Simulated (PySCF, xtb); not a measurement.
C2H6Si, SMILES C1C[SiH2]1.

Harmonic wavenumbers (cm⁻¹) from GFN2-xTB in xtb 6.7.1 at its own minimum, in rising order: 409, 458, 545, 704, 710, 733, 746, 755, 860, 1021, 1054, 1087, 1161, 1437, 1456, 2358, 2362, 3058, 3060, 3063, 3079.

Task: What does PySCF 2.14.0 with PBE-D3(BJ)/def2-TZVP give at its own minimum? (The exact figures need the calculation; the answer reports its results.)

Result: 389, 482, 577, 635, 668, 718, 762, 868, 881, 932, 963, 996, 1160, 1375, 1386, 2194, 2219, 3055, 3057, 3125, 3141. Paired by order, the mean absolute difference is 57 cm⁻¹ and the zero-point energies are 43.1 and 42.3 kcal/mol.
